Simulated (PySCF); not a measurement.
ClGeH$_{2}$, ClGeH (calculated)

Computed with PySCF 2.14.0. Calculation on a computer-drawn molecule: optimised geometry and harmonic frequencies of an isolated molecule of the commonest isotopes, restricted reference for singlets and unrestricted otherwise, frozen core in MP2; on germanium a core potential holds 10 electrons, which the energies leave out, and 3d is frozen in MP2 and coupled-cluster steps.

Common to all runs: charge 0; basis cc-pV(D+d)Z; basis and core potential on germanium cc-pVDZ-PP ECP10MDF.

(1) ClGeH$_{2}$

Start structure:
```xyz
4
ClGeH2
Cl    -0.1674    -2.7470    -0.4728
Ge    -1.1733    -1.2361     0.5682
H     -0.0912    -0.2342     1.1131
H     -1.9209    -0.3739    -0.5190
```

Settings of this run: multiplicity 2 and method HF.

It finds rotational constants 118, 4.344, 4.261 GHz; total energy -754.0525 hartree; spin squared 0.7541; convergence status largest gradient component 3.828e-06 hartree/bohr.

Drawn bonds:
```csv
atom,other atom,order
1,2,1
2,3,1
2,4,1
```

Optimised structure:
```xyz
4
ClGeH2
Cl    -0.1482    -2.7865    -0.4785
Ge    -1.1584    -1.1426     0.5337
H     -0.0705    -0.2649     1.1604
H     -1.9757    -0.3972    -0.5262
```

Modes:
```csv
frequency (cm⁻¹),reduced mass (dalton)
421,40.64
637.6,1.048
738.2,1.053
909.2,1.025
2193,1.015
2221,1.027
```

(2) ClGeH$_{2}$

Start structure:
```xyz
4
ClGeH2
Cl    -0.1482    -2.7865    -0.4785
Ge    -1.1584    -1.1426     0.5337
H     -0.0705    -0.2649     1.1604
H     -1.9757    -0.3972    -0.5262
```

Settings of this run: multiplicity 2 and method MP2.

Results for ClGeH$_{2}$: rotational constants 117.2, 4.358, 4.275 GHz; total energy -754.2705 hartree; spin squared 0.7542; convergence status largest gradient component 3.51e-06 hartree/bohr.

Drawn bonds:
```csv
atom,other atom,order
1,2,1
2,3,1
2,4,1
```

Optimised structure:
```xyz
4
ClGeH2
Cl    -0.1481    -2.7890    -0.4784
Ge    -1.1571    -1.1494     0.5328
H     -0.0691    -0.2601     1.1627
H     -1.9785    -0.3927    -0.5276
```

Modes:
```csv
frequency (cm⁻¹),reduced mass (dalton)
425.2,40.1
607.5,1.049
696.5,1.054
864.6,1.025
2137,1.015
2174,1.027
```

(3) ClGeH

Start structure:
```xyz
3
ClGeH
Cl    -2.2751    -1.5751    -4.2408
Ge    -0.2318    -1.9446    -4.3143
H      0.2756    -0.3060    -4.1615
```

Settings of this run: multiplicity 1 and method HF.

The calculation gives: rotational constants 204.4, 4.328, 4.238 GHz; total energy -753.4839 hartree; convergence status largest gradient component 8.599e-06 hartree/bohr.

Drawn bonds:
```csv
atom,other atom,order
1,2,1
2,3,1
```

Optimised structure:
```xyz
3
ClGeH
Cl    -2.3243    -1.5506    -4.2375
Ge    -0.1426    -1.9029    -4.3118
H      0.2356    -0.3722    -4.1673
```

Modes:
```csv
frequency (cm⁻¹),reduced mass (dalton)
393.9,41.85
791.5,1.039
2014,1.022
```

(4) ClGeH

Start structure:
```xyz
3
ClGeH
Cl    -2.3243    -1.5506    -4.2375
Ge    -0.1426    -1.9029    -4.3118
H      0.2356    -0.3722    -4.1673
```

It was run with multiplicity 1 and method MP2.

It finds rotational constants 201.5, 4.364, 4.271 GHz; total energy -753.6969 hartree; convergence status largest gradient component 4.898e-06 hartree/bohr.

Drawn bonds:
```csv
atom,other atom,order
1,2,1
2,3,1
```

Optimised structure:
```xyz
3
ClGeH
Cl    -2.3190    -1.5503    -4.2376
Ge    -0.1474    -1.9082    -4.3122
H      0.2351    -0.3673    -4.1668
```

Modes:
```csv
frequency (cm⁻¹),reduced mass (dalton)
405.4,41.67
753.3,1.04
1957,1.022
```
